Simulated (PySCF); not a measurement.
Molfile (atoms numbered from 1):
```
C2H6AlFO2
     RDKit          3D

 12 11  0  0  0  0  0  0  0  0999 V2000
   -2.3903   -0.6754    0.3713 C   0  0  0  0  0  0  0  0  0  0  0  0
   -1.0492   -0.3325    0.2500 O   0  0  0  0  0  0  0  0  0  0  0  0
   -0.0695    1.0311    0.2614 Al  0  0  0  0  0  3  0  0  0  0  0  0
   -0.7111    2.5367    0.5119 F   0  0  0  0  0  0  0  0  0  0  0  0
    1.5852    0.9178    0.0155 O   0  0  0  0  0  0  0  0  0  0  0  0
    2.5357   -0.0778   -0.1756 C   0  0  0  0  0  0  0  0  0  0  0  0
   -2.5368   -1.3759    1.2122 H   0  0  0  0  0  0  0  0  0  0  0  0
   -3.0444    0.1984    0.5458 H   0  0  0  0  0  0  0  0  0  0  0  0
   -2.7457   -1.1815   -0.5436 H   0  0  0  0  0  0  0  0  0  0  0  0
    3.1187    0.1185   -1.0924 H   0  0  0  0  0  0  0  0  0  0  0  0
    2.0918   -1.0858   -0.2689 H   0  0  0  0  0  0  0  0  0  0  0  0
    3.2484   -0.1016    0.6677 H   0  0  0  0  0  0  0  0  0  0  0  0
  1  2  1  0
  2  3  1  0
  3  4  1  0
  3  5  1  0
  5  6  1  0
  1  7  1  0
  1  8  1  0
  1  9  1  0
  6 10  1  0
  6 11  1  0
  6 12  1  0
M  END
```

Geometry: PBE0-D3(BJ)/def2-SVP; GIAO shifts from PySCF, gas phase, non-relativistic, averaged over equivalent atoms.

At LC-wPBE/pcSseg-1 (139 basis functions, 16 s wall time on 1 thread of an Arm Neoverse V2, shared host):
```
               atoms  δ (ppm)
               C1/C6     52.8
               O2/O5    -16.7
                 Al3     -4.0
                  F4   -184.3
H7/H8/H9/H10/H11/H12     3.72
```

References, each an isolated molecule treated in the same way: $^{13}$C (σ = 188.56 ppm) and $^{1}$H (σ = 31.33 ppm) against TMS; $^{17}$O (σ = 338.72 ppm) against H2O; $^{27}$Al (σ = 489.55 ppm) vs AlH4-; CFCl3 for $^{19}$F (σ = 205.86 ppm).

Q: What do these become at PBE/pcSseg-1?

A: 
| atoms | δ at PBE/pcSseg-1 | change |
| --- | --- | --- |
| C1/C6 | 56.0 | +3.2 |
| O2/O5 | 5.5 | +22.2 |
| Al3 | -0.4 | +3.6 |
| F4 | -225.7 | -41.4 |
| H7/H8/H9/H10/H11/H12 | 3.98 | +0.26 |

Scale: TMS for $^{13}$C (σref 180.03) and $^{1}$H (σref 31.20); $^{17}$O (σref 334.63) vs H2O; $^{27}$Al (σref 482.86) against AlH4-; $^{19}$F (σref 144.73) vs CFCl3 (reference shieldings calculated alike).

The largest change is at F4 (fluorine bonded to Al). Cost: 139 basis functions, 13 s wall time on 1 thread of an Arm Neoverse V2, shared host.

Unscaled 19F shifts against computed CFCl3 carry errors that often reach 10 to 50 ppm. Experimental scales use liquid or dissolved standards, which lie at an offset from isolated H2O (liquid H2O: subtract about 36 ppm).
